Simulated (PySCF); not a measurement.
Point-charge models of `C/C=C(/[SiH3])N(C)C` against its computed dipole.

Coordinates (GFN2-xTB, Å) and charges (e) from the PBE0/pcSseg-1 density (PySCF):

```json
{"atom": "C1", "x": "-1.988", "y": "1.438", "z": "0.595", "Mulliken": "-0.2094", "IAO": "-0.4307", "Hirshfeld": "-0.1214", "ESP-fitted": "-0.3671"}
{"atom": "C2", "x": "-0.570", "y": "1.560", "z": "0.144", "Mulliken": "-0.2061", "IAO": "-0.1446", "Hirshfeld": "-0.0481", "ESP-fitted": "-0.0207"}
{"atom": "C3", "x": "0.295", "y": "0.549", "z": "0.019", "Mulliken": "-0.1826", "IAO": "-0.1876", "Hirshfeld": "-0.0549", "ESP-fitted": "-0.1290"}
{"atom": "Si4", "x": "2.069", "y": "0.874", "z": "-0.563", "Mulliken": "+0.5004", "IAO": "+0.5573", "Hirshfeld": "+0.2882", "ESP-fitted": "+0.2475"}
{"atom": "N5", "x": "-0.155", "y": "-0.772", "z": "0.298", "Mulliken": "-0.5997", "IAO": "-0.2287", "Hirshfeld": "-0.0803", "ESP-fitted": "-0.0018"}
{"atom": "C6", "x": "-0.893", "y": "-1.372", "z": "-0.793", "Mulliken": "-0.0825", "IAO": "-0.2970", "Hirshfeld": "-0.0706", "ESP-fitted": "-0.3938"}
{"atom": "C7", "x": "0.860", "y": "-1.661", "z": "0.811", "Mulliken": "-0.1062", "IAO": "-0.3060", "Hirshfeld": "-0.0721", "ESP-fitted": "-0.5342"}
{"atom": "H8", "x": "-2.153", "y": "0.470", "z": "1.060", "Mulliken": "+0.1335", "IAO": "+0.1561", "Hirshfeld": "+0.0368", "ESP-fitted": "+0.0917"}
{"atom": "H9", "x": "-2.674", "y": "1.544", "z": "-0.248", "Mulliken": "+0.1273", "IAO": "+0.1477", "Hirshfeld": "+0.0444", "ESP-fitted": "+0.1216"}
{"atom": "H10", "x": "-2.222", "y": "2.227", "z": "1.309", "Mulliken": "+0.1269", "IAO": "+0.1500", "Hirshfeld": "+0.0458", "ESP-fitted": "+0.1236"}
{"atom": "H11", "x": "-0.238", "y": "2.560", "z": "-0.097", "Mulliken": "+0.0850", "IAO": "+0.1399", "Hirshfeld": "+0.0386", "ESP-fitted": "+0.0969"}
{"atom": "H12", "x": "2.402", "y": "-0.023", "z": "-1.677", "Mulliken": "-0.0817", "IAO": "-0.1239", "Hirshfeld": "-0.0822", "ESP-fitted": "-0.0669"}
{"atom": "H13", "x": "3.038", "y": "0.658", "z": "0.516", "Mulliken": "-0.0839", "IAO": "-0.1237", "Hirshfeld": "-0.0801", "ESP-fitted": "-0.0682"}
{"atom": "H14", "x": "2.151", "y": "2.257", "z": "-1.028", "Mulliken": "-0.0955", "IAO": "-0.1122", "Hirshfeld": "-0.0752", "ESP-fitted": "-0.0717"}
{"atom": "H15", "x": "-0.239", "y": "-1.664", "z": "-1.630", "Mulliken": "+0.0890", "IAO": "+0.1096", "Hirshfeld": "+0.0274", "ESP-fitted": "+0.1299"}
{"atom": "H16", "x": "-1.635", "y": "-0.669", "z": "-1.164", "Mulliken": "+0.1247", "IAO": "+0.1475", "Hirshfeld": "+0.0424", "ESP-fitted": "+0.1559"}
{"atom": "H17", "x": "-1.405", "y": "-2.265", "z": "-0.429", "Mulliken": "+0.1141", "IAO": "+0.1403", "Hirshfeld": "+0.0421", "ESP-fitted": "+0.1460"}
{"atom": "H18", "x": "0.377", "y": "-2.575", "z": "1.158", "Mulliken": "+0.1180", "IAO": "+0.1476", "Hirshfeld": "+0.0465", "ESP-fitted": "+0.1880"}
{"atom": "H19", "x": "1.619", "y": "-1.934", "z": "0.062", "Mulliken": "+0.0985", "IAO": "+0.1070", "Hirshfeld": "+0.0288", "ESP-fitted": "+0.1674"}
{"atom": "H20", "x": "1.356", "y": "-1.190", "z": "1.657", "Mulliken": "+0.1304", "IAO": "+0.1512", "Hirshfeld": "+0.0442", "ESP-fitted": "+0.1847"}
```

**Question.** What dipole does each set of charges give (1 e·Å = 4.803 D), and what does the density give?

**Answer.** The full density gives (-0.62, -0.52, -0.15) D, 0.82 D in size; dipole vectors point from the negative to the positive end.

```json
{"scheme": "Mulliken", "μx": "-0.01", "μy": "-0.87", "μz": "-0.77", "size (D)": "1.16", "share of the full size (%)": "141", "angle to the full dipole (°)": "53"}
{"scheme": "IAO", "μx": "0.15", "μy": "-0.35", "μz": "-0.42", "size (D)": "0.56", "share of the full size (%)": "68", "angle to the full dipole (°)": "71"}
{"scheme": "Hirshfeld", "μx": "-0.29", "μy": "-0.39", "μz": "0.03", "size (D)": "0.48", "share of the full size (%)": "59", "angle to the full dipole (°)": "19"}
{"scheme": "ESP-fitted", "μx": "-0.64", "μy": "-0.56", "μz": "-0.17", "size (D)": "0.86", "share of the full size (%)": "105", "angle to the full dipole (°)": "1"}
```

**Question.** Which set comes closest?

**Answer.** Length of the difference vector: ESP-fitted 0.04 D, Hirshfeld 0.40 D, IAO 0.83 D, Mulliken 0.94 D. Closest: ESP-fitted. The schemes that divide the density aren't constrained to reproduce the dipole.

**Question.** What is left for the Hirshfeld atoms' own dipoles?

**Answer.** The shares of the density sum to the whole, so what Σ q r misses lies in dipoles about the nuclei. The atomic dipoles sum to (-0.62, -0.52, -0.15) − (-0.29, -0.39, 0.03) = (-0.33, -0.13, -0.18) D, 0.40 D in size.

**Question.** With the origin at the mean of the coordinates, (0.000, 0.001, 0.000) Å, which are the largest single terms, by size, of the Hirshfeld dipole along the direction of the full one?

**Answer.** Si4 -2.77, H13 +1.07, H14 +1.03, H12 +0.58, C6 -0.57 D; all 20 atoms together +0.46 D. The single terms depend on the origin, their sum doesn't.

**Question.** Give the size of the full dipole in other units.

**Answer.** 0.82 D = 0.324 au = 0.172 e·Å = 2.75 × 10⁻³⁰ C·m.

Isolated species at its GFN2-xTB geometry, gas phase.

Conformer computed: `[CH3:1]/[CH:2]=[C:3](/[SiH3:4])[N:5]([CH3:6])[CH3:7]`: C2–C3–N5–C6 80°.
